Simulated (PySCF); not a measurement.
Species: C7H14BN.
Cartesian coordinates in Å at the PBE0-D3(BJ)/def2-SVP level; atoms count from 1:
```xyz
23
C7H14BN angstrom
B      4.2506   -0.5905   -0.3926
N      2.9043    0.1339   -0.2993
C      1.8880    0.6702   -0.2342
C      0.5840    1.3031   -0.1376
C     -0.4804    0.3725    0.4558
C     -1.8800    1.0391    0.5150
C     -2.8297    0.0856   -0.2247
C     -2.1447   -1.2752   -0.1269
C     -0.6770   -0.9260   -0.3448
H      3.9784   -1.7788   -0.5132
H      4.8431   -0.3439    0.6495
H      4.8130   -0.1322   -1.3784
H      0.6950    2.2169    0.4691
H      0.2890    1.6253   -1.1512
H     -0.1595    0.1136    1.4775
H     -2.1901    1.1622    1.5636
H     -1.8782    2.0478    0.0728
H     -3.8501    0.0965    0.1857
H     -2.9082    0.3765   -1.2856
H     -2.2853   -1.7018    0.8812
H     -2.5269   -2.0124   -0.8484
H     -0.5024   -0.7328   -1.4183
H      0.0224   -1.7206   -0.0450
```

NICS = −σ at a ghost point: NICS(0) at the centroid of the ring atoms, NICS(1) 1 Å to either side along the normal of their mean plane, zz for the tensor component along that normal. Level: GIAO PBE0/pcSseg-1 (PySCF, non-relativistic, gas phase) on the PBE0-D3(BJ)/def2-SVP geometry, one conformer.

Ring bond lengths (Å), with Mayer bond orders in brackets: C5–C6 1.551 (1.00), C6–C7 1.536 (1.04), C7–C8 1.527 (1.03), C8–C9 1.524 (1.03), C9–C5 1.538 (0.99).

Question: What do the NICS probes read (ppm)?

Answer: 
```csv
ring,type,NICS(0),"NICS(1), two faces","NICS(1)zz, two faces",rms pucker (Å),"centre to ring atoms, mean (Å)"
C5–C6–C7–C8–C9,5-membered carbocycle; formal bonds all single,-5.4,-3.9 / -4.1,-4.0 / -2.8,0.18,1.28
```

Question: What can be read from them?

Answer: 
- C5–C6–C7–C8–C9: mean NICS(1)zz -3.4 ppm, shielded. C5, C6, C7, C8, C9 have four or more neighbours; no verdict on aromaticity is drawn.

Question: What field does 9.4 T along the ring normal induce along that normal at the second NICS(1) probe listed for ring C5–C6–C7–C8–C9, 1 Å off the ring?

Answer: NICSzz × B0 = -2.8 ppm × 9.4 T = -26 μT, against the applied field.

Question: Give the inner angles of the rings and the Hirshfeld charges of the ring atoms.

Answer: 
- C5–C6–C7–C8–C9: C5 105.5° (-0.011 e), C6 105.8° (-0.064 e), C7 104.2° (-0.066 e), C8 102.6° (-0.065 e), C9 104.0° (-0.069 e); sum 522.2° against 540° for a flat convex ring.

Question: How shielded are the nuclei of the rings and their hydrogens (means over atoms taken as equivalent)?

Answer: 
```csv
atoms,environment,σ isotropic (ppm)
C5,sp3 CH carbon,147.8
C6 (×2),ring CH2 carbon,149.8
C7 (×2),ring CH2 carbon,154.7
H15,methine hydrogen,29.21
H16 (×2),methylene hydrogen,29.26
H17 (×2),methylene hydrogen,30.31
H18 (×2),methylene hydrogen,29.72
H19 (×2),methylene hydrogen,29.67
```

Hardware: one thread of an Arm Neoverse V1, on a shared host. Cost: 41 s of wall time, 1.1 GiB resident at most. This is the whole shielding run at PBE0/pcSseg-1, SCF included.
